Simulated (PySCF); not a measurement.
# Spin states of As₂

Unrestricted PBE0; basis As def2-TZVPPD; no relativity; PySCF 2.14. Outer shells of the fragments: As 3d10 4s2 4p3; As 3d10 4s2 4p3.

Followed along the bond (rough minima from three points):

```tsv
2Ms+1	unpaired	⟨S²⟩ at the start	R at minimum (Å)	Te (eV)
1	none	0.00	2.09	0.00
3	π ↑↑	2.01	2.28	1.87
5	π ↑↑↑↑	6.01	none in the scan	≤ 2.61
```

Solutions found at the starting distance of 2.350 Å, counted from the lowest of them; the search is not exhaustive and high or unbound solutions are not listed, so other states can lie among these:

| 2Ms+1 | unpaired | term | E (eV) | ⟨S²⟩ | ⟨Lz²⟩ |
| --- | --- | --- | --- | --- | --- |
| 1 | none | ¹Σ⁺ | 0.00 | 0.00 | 0.00 |
| 3 | π ↑↑ | mixed | 1.16 | 2.01 | 2.01 |
| 3 | π ↑↑ | mixed | 1.75 | 2.01 | 2.01 |
| 1 | π ↑↓ | mixed | 1.89 | 1.01 | 2.02 |
| 5 | π ↑↑↑↑ | ⁵Σ⁺ | 2.10 | 6.01 | 0.00 |
| 3 | σ ↑, π ↑ | ³Π | 2.44 | 2.01 | 1.01 |

A term symbol is given only where ⟨S²⟩ and ⟨Lz²⟩ are close to those of a pure state; real π, δ and φ orbitals otherwise mix terms, and g/u labels are left off.

Q: Compare the gap between the two lowest followed solutions at the starting distance with the gap between their minima.

A: At PBE0 the second solution (triplet, unpaired electrons π ↑↑) lies +1.16 eV from the first (singlet, closed shell) at 2.350 Å and +1.87 eV at the minima; the two curves relax by different amounts, since their minima lie near 2.28 and 2.09 Å.

Counting both spins, an empty level lies below a filled one in some of these solutions, because spin and occupation are held.
